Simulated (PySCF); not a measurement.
## Correlation energy of F⁻ (fluorine, charge -1)

[Ne], closed-shell 1S. Computed with PySCF 2.14 in aug-cc-pVDZ-DK, with scalar relativity by spin-free X2C-1e. Frozen: 1s2; 8 electrons correlated.

MP2 pair energies summed by pair of shells (mhartree):

```tsv
pair	energy	share (%)
2p-2p	-178.48	75.0
2s-2p	-51.28	21.6
2s-2s	-8.16	3.4
```

Total MP2 correlation energy: -237.92 mhartree.

Same-spin part -66.28 and opposite-spin part -171.64 mhartree; SCS-MP2 scales them by 1/3 and 6/5 to -228.07 mhartree.
